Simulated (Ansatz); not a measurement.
Input file for `F[SiH](F)O[SiH2]Cl`:

```yaml
crystal:
  periodic: [false, false, false]
  atoms:
    - {symbol: F, position_ang: [0.148629, -1.748276, 1.551445]}
    - {symbol: Si, position_ang: [1.018469, -0.525390, 1.056383]}
    - {symbol: F, position_ang: [2.446943, -1.081654, 0.684253]}
    - {symbol: O, position_ang: [0.365894, 0.101051, -0.272732]}
    - {symbol: Si, position_ang: [-0.921560, 0.540028, -1.168522]}
    - {symbol: Cl, position_ang: [-2.303796, 1.464250, 0.024702]}
    - {symbol: H, position_ang: [1.140919, 0.457051, 2.134914]}
    - {symbol: H, position_ang: [-1.555312, -0.656328, -1.756709]}
    - {symbol: H, position_ang: [-0.466186, 1.506868, -2.184734]}
basis:
  gaussian: {orbitals: def2-TZVPP}
correlation: {method: ccsd_t}
```

```sh
$ ansatz run in.yaml --threads 4 --pin off --events-out ev --progress --plain --max-ram 10444MiB
```

Output of Ansatz, abridged:

```
Functional definition: HF
1581 factors; integrals over basis functions are off by at most 7.0e-4 eV
mean field evaluation 1: about -35733.0178 eV, gradient 4.8e1 eV
mean field evaluation 2: about -35733.3280 eV, gradient 4.9e1 eV
mean field evaluation 4: about -35737.5318 eV, gradient 3.1e0 eV
mean field evaluation 8: about -35737.5913 eV, gradient 2.8e-1 eV
mean field -35737.59156603 eV, -1313.3322662419 hartree, gradient 4.2e-6 eV, S^2 0.000000; 0 other end points of the search recorded, 0 dependent functions left out
18 core orbitals not correlated: weight in the atoms' cores, before any rotation towards them, 1.000 or more for the frozen orbitals, at most 0.000 for the correlated occupied ones
reference -35737.59156603 eV, -1313.3322662419 hartree; 19, 19 occupied and 224, 224 virtual orbitals, 1581 factors
second order -31.24494671 eV of doubles, -0.00000000 eV of singles
cycle   1  -31.47256282 eV  change   -2.3e-1 eV  update   1.1e-1
cycle   2  -32.13103479 eV  change   -6.6e-1 eV  update   3.1e-2
cycle   3  -32.27950181 eV  change   -1.5e-1 eV  update   1.5e-2
cycle   4  -32.25931801 eV  change    2.0e-2 eV  update   3.0e-3
cycle   5  -32.25762081 eV  change    1.7e-3 eV  update   1.3e-3
cycle   6  -32.25848665 eV  change   -8.7e-4 eV  update   3.4e-4
cycle   7  -32.25830316 eV  change    1.8e-4 eV  update   1.1e-4
cycle   8  -32.25823141 eV  change    7.2e-5 eV  update   3.1e-5
cycle   9  -32.25823822 eV  change   -6.8e-6 eV  update   1.2e-5
perturbative correction -1.05712724 eV, -0.0388487094 hartree
Total energy: -35770.90693149 eV, -1314.5565833406 hartree
```

Run time 3.9 min (4 threads of an Arm Neoverse V1 on a shared host); peak host memory 6.1 GiB.

The correlation energy is -33.315 eV, 3.2 % of it from (T); the T1 diagnostic reads 0.0111.
